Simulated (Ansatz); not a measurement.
Method: PBE0-D3(BJ)/def2-SVP run with Ansatz (an electronic-structure program). No frequencies were computed at this level.

Ansatz 0.2 input:
```yaml
crystal:
  periodic: [false, false, false]
  atoms:
    - { symbol: I, position_ang: [-1.673519, -1.83937, -0.608605] }
    - { symbol: Ge, position_ang: [0.000794, -0.000144, 0.000313] }
    - { symbol: I, position_ang: [-1.139947, 2.284737, -0.187357] }
    - { symbol: I, position_ang: [1.993185, -0.093726, -1.606167] }
    - { symbol: I, position_ang: [0.819488, -0.351495, 2.401815] }
basis:
  gaussian: { orbitals: def2-svp }
hamiltonian:
  xc: pbe0
  dispersion: d3bj
relax:
  max_steps: 150
```

Output:

```
Functional definition: PBE0
1832 factors; integrals over basis functions are off by at most 1.8e-4 eV
mean field evaluation 1: about -88912.3419 eV, gradient 2.0e1 eV
mean field evaluation 2: about -88910.5096 eV, gradient 3.5e1 eV
mean field evaluation 4: about -88913.2309 eV, gradient 7.1e-1 eV
mean field evaluation 8: about -88913.2577 eV, gradient 9.7e-3 eV
mean field -88913.25774487 eV, -3267.5019545533 hartree, gradient 5.8e-6 eV, S^2 0.000000; 0 other end points of the search recorded, 0 dependent functions left out
reference -88913.25776990 eV, -3267.5019554731 hartree; 66, 66 occupied and 70, 70 virtual orbitals, 1832 factors
relax step   1: F+E_penalty+E_count = -88913.60416076 eV  Δ(F+E_penalty+E_count) = +0.000e0 eV  max|allowed force component| = 5.432e-1 eV/Å  Δτ_max = 0.0000 Å  (26 SCF iters, accepted)
these checks for a lower state are left out or cut short: starts, cluster_reference, orbital_swaps, neighbouring_geometries, increment
1832 factors; integrals over basis functions are off by at most 1.7e-4 eV
mean field evaluation 16: about -88913.2569 eV, gradient 9.3e-2 eV
mean field -88913.27779349 eV, -3267.5026913265 hartree, gradient 4.6e-6 eV, S^2 0.000000; 0 other end points of the search recorded, 0 dependent functions left out
reference -88913.27781800 eV, -3267.5026922273 hartree; 66, 66 occupied and 70, 70 virtual orbitals, 1832 factors
relax step   2: F+E_penalty+E_count = -88913.63899268 eV  Δ(F+E_penalty+E_count) = -3.483e-2 eV  max|allowed force component| = 4.028e-1 eV/Å  Δτ_max = 0.0851 Å  (31 SCF iters, accepted)
these checks for a lower state are left out or cut short: starts, cluster_reference, orbital_swaps, neighbouring_geometries, increment
1832 factors; integrals over basis functions are off by at most 1.7e-4 eV
mean field -88913.31012327 eV, -3267.5038794240 hartree, gradient 3.2e-6 eV, S^2 0.000000; 0 other end points of the search recorded, 0 dependent functions left out
reference -88913.31014799 eV, -3267.5038803325 hartree; 66, 66 occupied and 70, 70 virtual orbitals, 1832 factors
relax step   3: F+E_penalty+E_count = -88913.66516348 eV  Δ(F+E_penalty+E_count) = -2.617e-2 eV  max|allowed force component| = 4.272e-2 eV/Å  Δτ_max = 0.0364 Å  (32 SCF iters, accepted)
these checks for a lower state are left out or cut short: starts, cluster_reference, orbital_swaps, neighbouring_geometries, increment
1832 factors; integrals over basis functions are off by at most 1.7e-4 eV
mean field evaluation 32: about -88913.3098 eV, gradient 2.7e-4 eV
mean field -88913.30978577 eV, -3267.5038670210 hartree, gradient 1.2e-5 eV, S^2 0.000000; 0 other end points of the search recorded, 0 dependent functions left out
reference -88913.30981047 eV, -3267.5038679287 hartree; 66, 66 occupied and 70, 70 virtual orbitals, 1832 factors
relax step   4: F+E_penalty+E_count = -88913.66548361 eV  Δ(F+E_penalty+E_count) = -3.201e-4 eV  max|allowed force component| = 1.551e-3 eV/Å  Δτ_max = 0.0039 Å  (25 SCF iters, accepted)
1832 factors; integrals over basis functions are off by at most 1.7e-4 eV
mean field -88913.30978577 eV, -3267.5038670210 hartree, gradient 1.2e-5 eV, S^2 0.000000; 1 other end points of the search recorded, 0 dependent functions left out
reference -88913.30981047 eV, -3267.5038679287 hartree; 66, 66 occupied and 70, 70 virtual orbitals, 1832 factors
Total energy: -88913.66550831 eV, -3267.5169395833 hartree
Atom 0 at    -1.639769    -1.803444    -0.596283 Å, force    -0.001119    -0.001263    -0.000398 eV/Å
Atom 1 at     0.000010    -0.000001     0.000008 Å, force     0.000019    -0.000004     0.000007 eV/Å
Atom 2 at    -1.116664     2.239715    -0.183189 Å, force    -0.000750     0.001551    -0.000102 eV/Å
Atom 3 at     1.953132    -0.091998    -1.572799 Å, force     0.001314    -0.000068    -0.001010 eV/Å
Atom 4 at     0.803292    -0.344270     2.352262 Å, force     0.000537    -0.000217     0.001504 eV/Å
Dipole moment:     0.000003    -0.000000     0.000003 e Å
```

Cost: roughly 90 core-seconds.
